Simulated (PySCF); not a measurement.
# Excitation energy of P by level of theory

P [Ne] 3s2 3p3 (4S) → P [Ne] 3s2 3p2 4s1 (4P), as a difference of total energies. All numbers are calculated (PySCF 2.14, the non-relativistic Hamiltonian (point nucleus), in aug-cc-pV(5+d)Z (8s7p6d4f3g2h, 136 functions)). Correlated levels: valence: [Ne] frozen. The calculations carry no spin-orbit coupling.

Problem. Order these methods by the excitation energy they give, lowest first.
A. MP2 (valence)
B. B97-3
C. PBE
D. r2SCAN

Solution. C (6.899 eV), B (7.009 eV), A (7.139 eV), D (7.216 eV).

The promoted electron is Rydberg-like, and one or two diffuse shells describe it only roughly, which tends to raise the upper state.

For comparison: 6.967 eV (measured; NIST levels, between the centres of gravity of the two terms).
